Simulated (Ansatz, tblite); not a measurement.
Removing and adding an electron: CoF₂. Charge 0, multiplicity 4. Geometry: r2SCAN-D4/def2-TZVP. Ansatz, gas phase; energy differences of separate SCF runs; the oxidised species is a quintet (the triplet lies 1.13 eV higher at PBE0-D4/def2-TZVP); the reduced species is a triplet (the quintet lies 2.17 eV higher at PBE0-D4/def2-TZVPD).

```xyz
3

Co    0.000    0.000    0.000
F     1.021    0.091    1.381
F    -1.021   -0.091   -1.381
```

The xTB rows come from tblite. Correlated methods freeze 7 core orbitals; core or outer-core shells of Co are correlated, in sets that lack core-valence functions. In CCSD on the charge 1 quintet the largest single amplitude is 0.26, so its Hartree–Fock determinant may place the open shell otherwise than the density functionals do.

(1) Estimate orbital energies and vertical ionisation energies and electron affinities at: GFN1-xTB; GFN2-xTB; PBE-D4/def2-TZVP; PBE-D4/def2-TZVPD; r2SCAN-D4/def2-TZVP; r2SCAN-D4/def2-TZVPD; PBE0-D4/def2-TZVP; PBE0-D4/def2-TZVPD; CCSD/def2-TZVPP; CCSD(T)/def2-TZVPP.

Answers

(1) 
| level | −HOMO (eV) | vertical IE (eV) | −LUMO (eV) | vertical EA (eV) | HOMO–LUMO gap (eV) | IE − EA (eV) | remarks |
| --- | --- | --- | --- | --- | --- | --- | --- |
| GFN1-xTB | – | 18.95 | – | 8.44 | – | 10.52 | – |
| GFN2-xTB | – | 16.16 | – | 7.10 | – | 9.06 | – |
| PBE-D4/def2-TZVP | 6.07 | 10.66 | 5.64 | – | 0.44 | – | – |
| PBE-D4/def2-TZVPD | 6.15 | – | 5.69 | 2.11 | 0.46 | – | HOMO above zero (-1 triplet) |
| r2SCAN-D4/def2-TZVP | 6.74 | 10.74 | 5.31 | – | 1.43 | – | – |
| r2SCAN-D4/def2-TZVPD | 6.77 | – | 5.32 | 2.01 | 1.45 | – | HOMO above zero (-1 triplet) |
| PBE0-D4/def2-TZVP | 8.94 | 11.30 | 3.98 | – | 4.96 | – | – |
| PBE0-D4/def2-TZVPD | 8.97 | – | 3.99 | 1.74 | 4.98 | – | HOMO above zero (-1 triplet) |
| CCSD/def2-TZVPP | – | 11.63 | – | – | – | – | large T1 (0.054) (+1 quintet) |
| CCSD(T)/def2-TZVPP | – | 11.28 | – | – | – | – | large T1 (0.054) (+1 quintet) |

Run but left out: HF/def2-TZVPP, MP2/def2-TZVPP (charge +1 quintet: a determinant that CCSD turns far, T1 0.054); HF/def2-TZVPD, MP2/def2-TZVPD, CCSD/def2-TZVPD, CCSD(T)/def2-TZVPD (charge -1 triplet: ⟨S²⟩ 2.77, where a pure state has 2.00).   A HOMO above zero means that the electron is unbound at that level or that self-interaction error raises the level; the energy of removing that electron tells which. HOMO and LUMO are the levels of the spin that leaves or enters (xTB has no such levels and no spin-polarisation term). Other spin states of the ions may lie lower, which would lower the ionisation energy or raise the affinity. Raw xTB energy differences between charge states are shifted by several eV; the methods need an empirical correction for them.
